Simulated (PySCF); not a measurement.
**Ionisation energy of Mg⁺ by level of theory**

Mg⁺ [Ne] 3s1 (2S) → Mg²⁺ [Ne] (1S), as a difference of total energies. All numbers are calculated (PySCF 2.14, the non-relativistic Hamiltonian (point nucleus), in aug-cc-pVDZ (5s4p2d, 27 functions)). The calculations carry no spin-orbit coupling.

```
method  ionisation energy (eV)
   UHF                  14.713
 B3LYP                  15.419
  BP86                  15.195
```

Which method comes closest to the reference value, and which is furthest?

The reference is 15.035 eV (measured; NIST Atomic Spectra Database, ionization energies). Closest: BP86 (error 0.160 eV); furthest: B3LYP (error 0.384 eV).
